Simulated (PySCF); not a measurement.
Al2(mu-Cl)2(Cl)4, Al₂Cl₆, singlet (PBE0/def2-SVP optimised geometry):

```
8

Al     1.131     1.142     0.003
Al    -1.131    -1.142     0.000
Cl     1.153    -1.142     0.000
Cl     1.839     1.857    -1.821
Cl     1.834     1.852     1.832
Cl    -1.153     1.142     0.000
Cl    -1.836    -1.854    -1.827
Cl    -1.836    -1.854     1.827
```

Method: PBE0/def2-TZVP (PySCF 2.14.0).

### Question
What are the frontier orbital energies and the dipole moment?

### Answer
HOMO-2 -9.59 eV, HOMO-1 -9.55 eV, HOMO -9.46 eV, LUMO -1.05 eV, LUMO+1 -0.62 eV; dipole moment 0.00 D.

On the same geometry PBE/def2-TZVP in PySCF gives HOMO-2 -8.15 eV, HOMO-1 -8.11 eV, HOMO -8.03 eV, LUMO -1.92 eV, LUMO+1 -1.58 eV; dipole moment 0.00 D.

Meta-Löwdin charges at PBE0/def2-TZVP: Al1 0.81, Al2 0.81, Cl3 -0.19, Cl4 -0.31, Cl5 -0.31, Cl6 -0.19, Cl7 -0.31, Cl8 -0.31.
